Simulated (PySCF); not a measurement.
## `InChI=1S/C6H12OSi/c1-4-2-6(8)5(4)3-7/h3-6H,2H2,1,8H3/t4-,5+,6-/m0/s1`

Geometry:
```
atom   x (Å)   y (Å)   z (Å)
  C1   2.371   0.054  -0.809
  C2   0.887  -0.169  -0.596
  C3   0.459  -1.237   0.419
  C4  -0.545  -0.242   1.025
 Si5  -2.362  -0.599   0.559
  C6   0.140   0.896   0.258
  C7  -0.735   1.775  -0.546
  O8  -1.909   1.582  -0.722
  H9   2.545   0.938  -1.420
 H10   2.880   0.186   0.144
 H11   2.808  -0.804  -1.315
 H12   0.387  -0.310  -1.557
 H13   0.044  -2.152   0.000
 H14   1.268  -1.498   1.102
 H15  -0.460  -0.137   2.108
 H16  -2.516  -0.906  -0.859
 H17  -2.607  -1.870   1.276
 H18  -3.276   0.386   1.121
 H19   0.842   1.490   0.847
 H20  -0.227   2.627  -1.038
```

The calculation used TDDFT BHandHLYP/def2-SVPD circular dichroism and optical rotation, one conformer, gas phase (PySCF). Geometry: GFN2-xTB.

The molecule is flexible and this is one conformer; a measurement averages over conformers.

Task: Draw the ECD and absorption spectra from the lowest 8 states, each a Gaussian of half-width 0.35 eV at 1/e height.

Result: 
| E (eV) | λ (nm) | Δε (L mol⁻¹ cm⁻¹) | ε (L mol⁻¹ cm⁻¹) |
| --- | --- | --- | --- |
| 4.08 | 304 | +0.43 | 2.28 |
| 4.18 | 297 | +0.89 | 4.76 |
| 4.28 | 290 | +1.58 | 8.43 |
| 4.38 | 283 | +2.37 | 12.7 |
| 4.48 | 277 | +3.03 | 16.2 |
| 4.58 | 271 | +3.29 | 17.6 |
| 4.68 | 265 | +3.03 | 16.2 |
| 4.78 | 260 | +2.37 | 12.7 |
| 4.88 | 254 | +1.58 | 8.43 |
| 4.98 | 249 | +0.89 | 4.76 |
| 5.08 | 244 | +0.43 | 2.28 |
| 5.18 | 240 | +0.17 | 0.931 |
| 5.28 | 235 | +0.06 | 0.322 |
| 5.38 | 231 | +0.02 | 0.0947 |
| 5.48 | 226 | 0.00 | 0 |
| 5.58 | 222 | 0.00 | 0 |
| 5.68 | 218 | 0.00 | 0 |
| 5.78 | 215 | 0.00 | 0 |
| 5.88 | 211 | 0.00 | 0.166 |
| 5.98 | 207 | +0.01 | 0.717 |
| 6.08 | 204 | +0.03 | 2.63 |
| 6.18 | 201 | +0.09 | 8.2 |
| 6.28 | 198 | +0.24 | 21.7 |
| 6.38 | 194 | +0.53 | 48.9 |
| 6.48 | 191 | +1.02 | 93.8 |
| 6.58 | 189 | +1.68 | 154 |
| 6.68 | 186 | +2.38 | 221 |
| 6.78 | 183 | +3.02 | 286 |
| 6.88 | 180 | +3.65 | 363 |
| 6.98 | 178 | +4.61 | 500 |
| 7.08 | 175 | +6.32 | 762 |
| 7.18 | 173 | +8.77 | 1190 |
| 7.28 | 170 | +11.04 | 1750 |
| 7.38 | 168 | +11.49 | 2330 |
| 7.48 | 166 | +8.77 | 2810 |
| 7.58 | 164 | +2.96 | 3120 |
| 7.68 | 162 | -4.30 | 3300 |
| 7.78 | 159 | -11.22 | 3410 |
| 7.88 | 157 | -17.21 | 3500 |
| 7.98 | 155 | -22.78 | 3530 |

Δε uses R in velocity form, ε uses f in length form. Only the states computed contribute, so the short-wavelength end is incomplete.
